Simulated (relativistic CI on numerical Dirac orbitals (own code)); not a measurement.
# One change at a time: Os XVII

Base calculation: Dirac-Coulomb-Breit CI, separate exchange-only KLI orbitals for each configuration, model QED, unscaled Slater integrals.

Configuration list (outside the closed core [Kr]): 4d10 4f12 5s2, 4d10 4f14, 4d10 4f13 5s, 4d10 4f12 5s 5p, 4d10 4f11 5s2 5p, 4d10 4f12 5s 5d, 4d10 4f11 5s 5p2, 4d10 4f13 5d, 4d10 4f13 6s, 4d9 4f13 5s2, 4d10 4f12 5s 5g, 4d10 4f13 5p, 4d9 4f14 5p, 4d10 4f12 5p2, 4d10 4f11 5p3, 4d9 4f13 5p2, 4d10 4f13 5f, 4d9 4f14 5f. Double excitations out of closed p, d and f shells are left out; levels of such configurations are missing from the list, as are those of other unlisted configurations, and high levels can miss mixing partners.

Variants: (1) Breit term removed; (2) one mean potential for all configurations. Shifts of the energy above 4d10 4f12 5s2 3H_6, in cm⁻¹, for the lowest level and the first level of each name with at least 55 % of one term (blank where a level changes its place among those of its configuration and J or its character, or is not in the variant):

```csv
Level,Base,Δ(1),Δ(2)
4d10 4f12 5s2 3H_6,0.0,0.0,0.0
4d10 4f12 5s2 3F_4,10071.4,-468.8,-227.6
4d10 4f12 5s2 3H_5,20810.6,+856.7,+643.9
4d10 4f13 5s 3F°_4,31143.4,+3228.9,-15706.9
4d10 4f12 5s2 3F_2,31704.5,-312.0,-116.5
4d10 4f12 5s2 3F_3,32950.8,+493.0,+457.1
4d10 4f13 5s 3F°_3,35989.7,+3252.3,-15704.8
4d10 4f13 5s 3F°_2,53549.1,+4231.7,-15710.5
4d10 4f13 5s 1F°_3,59519.6,+4231.0,-15707.0
4d10 4f12 5s2 1I_6,68956.3,+1134.6,-159.4
4d10 4f12 5s2 3P_0,71685.4,-395.8,-1046.5
4d10 4f12 5s2 3P_1,76523.7,+17.9,-197.7
4d10 4f14 1S_0,96236.3,+6083.2,-8373.7
4d10 4f12 5s2 1S_0,153747.2,+554.8,-1291.8
```

At this charge transitions that keep the count of f electrons are usually good to a few per cent. Terms inside the open d or f shell come out 10 to 20 % too wide with unscaled integrals. Levels that differ in their count of f electrons can be misplaced by several ten thousand cm⁻¹, since the correlation energy of f electrons is missing or only estimated; rates across such gaps can be off by orders of magnitude.

Ionisation energy from one configuration of each of the two ions, the ground ones as tabulated or assumed: base 398.47 eV; Breit term removed 398.801 eV. The NIST ASD value (theoretical) is 410 ± 21 eV.

LS names give the leading component of a level, which can be under half, so a name can repeat, a term be missing and a line seem to break the LS rules.
